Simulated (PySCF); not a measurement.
SCF from a fresh guess for quartet CrOCl, at the B3LYP minimum. PySCF input:

```python
from pyscf import gto, scf, dft
mol = gto.M(atom='''
Cr     0.000000    -0.586730    -0.000000
O     -1.359650    -1.375310     0.000000
Cl     0.621910     1.500570     0.000000''',
    basis={'Cr': 'def2-SVP', 'O': 'def2-SVP', 'Cl': 'def2-SVP'},
    charge=0, spin=3)
mf = dft.UKS(mol, xc='B3LYP')
mf.grids.atom_grid = (50, 194)
aux = {'Cr': 'def2-universal-JKFIT', 'O': 'def2-universal-JKFIT', 'Cl': 'def2-universal-JKFIT'}
mf = mf.density_fit(auxbasis=aux)
mf.conv_tol = 1e-08
mf.diis_space = 10
mf.max_cycle = 60
mf.init_guess = 'minao'
mf.verbose = 4
mf.kernel()
```

Excerpt of the output (cycles alone):

```
init E= -1579.39262540805
cycle= 1 E= -1579.40843033941  delta_E= -0.0158  |g|= 0.596  |ddm|= 2.14
cycle= 2 E= -1578.88952809922  delta_E= 0.519  |g|= 1.18  |ddm|=  1.8
cycle= 3 E= -1579.51359084295  delta_E= -0.624  |g|= 0.451  |ddm|= 1.59
cycle= 4 E= -1579.56741063609  delta_E= -0.0538  |g|= 0.299  |ddm|= 0.435
cycle= 5 E= -1579.60216996554  delta_E= -0.0348  |g|= 0.0527  |ddm|= 0.156
cycle= 6 E= -1579.60360234827  delta_E= -0.00143  |g|= 0.0165  |ddm|= 0.0449
cycle= 7 E= -1579.60390011938  delta_E= -0.000298  |g|= 0.00608  |ddm|= 0.029
cycle= 8 E= -1579.60403263723  delta_E= -0.000133  |g|= 0.00338  |ddm|= 0.0273
cycle= 9 E= -1579.60406990214  delta_E= -3.73e-05  |g|= 0.00149  |ddm|= 0.0181
cycle= 10 E= -1579.60407306648  delta_E= -3.16e-06  |g|= 0.000641  |ddm|= 0.00428
cycle= 11 E= -1579.6040736464  delta_E= -5.8e-07  |g|= 0.000233  |ddm|= 0.00172
cycle= 12 E= -1579.60407384178  delta_E= -1.95e-07  |g|= 8.37e-05  |ddm|= 0.00135
cycle= 13 E= -1579.60407388596  delta_E= -4.42e-08  |g|= 3.4e-05  |ddm|= 0.000819
cycle= 14 E= -1579.60407389012  delta_E= -4.16e-09  |g|= 2.88e-05  |ddm|= 0.000211
Extra cycle  E= -1579.60407388958  delta_E= 5.43e-10  |g|= 7.39e-05  |ddm|= 0.000104
converged SCF energy = -1579.60407388958  <S^2> = 3.8363719  2S+1 = 4.0429553
```

This is not the lowest solution: another start and a stability analysis within the same unrestricted form found one 46.1 kJ/mol lower, at -1579.62162 Eh.

Other spin states or occupations of the open shell can lie lower.

The search for the lowest solution, 3 starts and the stability check together, took 7.2 s on 2 threads of a shared Arm Neoverse V2 host, with 63 basis functions; the process peaked at 0.35 GiB. Launch command: `OMP_NUM_THREADS=2 python axn.py task.json out`.
